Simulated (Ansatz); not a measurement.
Relaxation of ClF$_{2}$H$_{3}$NOTi (9 atoms, charge 0, multiplicity 2), to a largest force component of 0.03 eV/Å in at most 50 steps.

Method: UKS PBE/def2-SVP in Ansatz 0.2.0.

```xyz
9
Properties=species:S:1:pos:R:3:forces:R:3
Ti -0.035 -0.009 -0.043 -0.02 0.11 1.27
Cl -0.084 0.127 2.281 0.04 -0.08 -1.34
O 1.635 -0.135 -0.597 0.07 -0.08 0.00
H 2.315 -0.830 -0.679 -0.10 0.08 0.00
F -0.745 1.414 -0.759 0.01 -0.01 0.00
F -0.914 -1.431 -0.538 0.01 -0.01 0.00
N -0.365 0.195 5.200 -0.05 -0.03 0.09
H -0.206 -0.831 5.066 0.00 0.02 0.00
H 0.612 0.546 5.084 0.04 0.01 -0.01
```

Task: Where does it end, and by what steps?

Result: The run converged. The force dipped under the threshold on the way, but the program's further checks kept it going. After 27 steps the energy has fallen by 0.114 eV; Cl2 moved furthest, 0.64 Å.

```json
{"step": "0", "energy less start (eV)": "0.0000", "largest force component (eV/Å)": "1.343", "accepted": "yes"}
{"step": "1", "energy less start (eV)": "-0.0835", "largest force component (eV/Å)": "0.544", "accepted": "yes"}
{"step": "2", "energy less start (eV)": "-0.0572", "largest force component (eV/Å)": "1.170", "accepted": "no"}
{"step": "3", "energy less start (eV)": "-0.0875", "largest force component (eV/Å)": "0.604", "accepted": "yes"}
{"step": "4", "energy less start (eV)": "-0.0990", "largest force component (eV/Å)": "0.123", "accepted": "yes"}
{"step": "5", "energy less start (eV)": "-0.1003", "largest force component (eV/Å)": "0.246", "accepted": "yes"}
{"step": "6", "energy less start (eV)": "-0.0519", "largest force component (eV/Å)": "1.784", "accepted": "no"}
{"step": "7", "energy less start (eV)": "-0.1033", "largest force component (eV/Å)": "0.069", "accepted": "yes"}
{"step": "8", "energy less start (eV)": "-0.0979", "largest force component (eV/Å)": "0.714", "accepted": "no"}
{"step": "9", "energy less start (eV)": "-0.1056", "largest force component (eV/Å)": "0.031", "accepted": "yes"}
{"step": "10", "energy less start (eV)": "-0.1073", "largest force component (eV/Å)": "0.028", "accepted": "yes"}
{"step": "11", "energy less start (eV)": "-0.1071", "largest force component (eV/Å)": "0.352", "accepted": "no"}
{"step": "12", "energy less start (eV)": "-0.1081", "largest force component (eV/Å)": "0.085", "accepted": "yes"}
{"step": "13", "energy less start (eV)": "-0.1089", "largest force component (eV/Å)": "0.078", "accepted": "yes"}
{"step": "14", "energy less start (eV)": "-0.1096", "largest force component (eV/Å)": "0.007", "accepted": "yes"}
{"step": "15", "energy less start (eV)": "-0.1060", "largest force component (eV/Å)": "0.495", "accepted": "no"}
{"step": "16", "energy less start (eV)": "-0.1098", "largest force component (eV/Å)": "0.079", "accepted": "yes"}
{"step": "17", "energy less start (eV)": "-0.1100", "largest force component (eV/Å)": "0.040", "accepted": "yes"}
{"step": "18", "energy less start (eV)": "-0.1101", "largest force component (eV/Å)": "0.022", "accepted": "yes"}
{"step": "19", "energy less start (eV)": "-0.1102", "largest force component (eV/Å)": "0.075", "accepted": "yes"}
{"step": "20", "energy less start (eV)": "-0.1104", "largest force component (eV/Å)": "0.045", "accepted": "yes"}
{"step": "21", "energy less start (eV)": "-0.1108", "largest force component (eV/Å)": "0.063", "accepted": "yes"}
{"step": "22", "energy less start (eV)": "-0.1099", "largest force component (eV/Å)": "0.347", "accepted": "no"}
{"step": "23", "energy less start (eV)": "-0.1108", "largest force component (eV/Å)": "0.057", "accepted": "yes"}
{"step": "24", "energy less start (eV)": "-0.1116", "largest force component (eV/Å)": "0.057", "accepted": "yes"}
{"step": "25", "energy less start (eV)": "-0.1119", "largest force component (eV/Å)": "0.199", "accepted": "yes"}
{"step": "26", "energy less start (eV)": "-0.1131", "largest force component (eV/Å)": "0.103", "accepted": "yes"}
{"step": "27", "energy less start (eV)": "-0.1142", "largest force component (eV/Å)": "0.019", "accepted": "yes"}
```

```xyz
9
Properties=species:S:1:pos:R:3
Ti 0.076 -0.010 -0.015
Cl 0.511 0.305 2.135
O 1.593 -0.176 -0.905
H 2.249 -0.883 -1.042
F -0.805 1.349 -0.669
F -0.853 -1.478 -0.186
N -0.270 -0.180 5.645
H -0.510 -0.574 4.705
H 0.224 0.694 5.349
```

Time of the run: 66 s on 4 threads of AMD EPYC 7R32 (Zen 2), with other jobs on the host, peak memory 0.26 GiB.
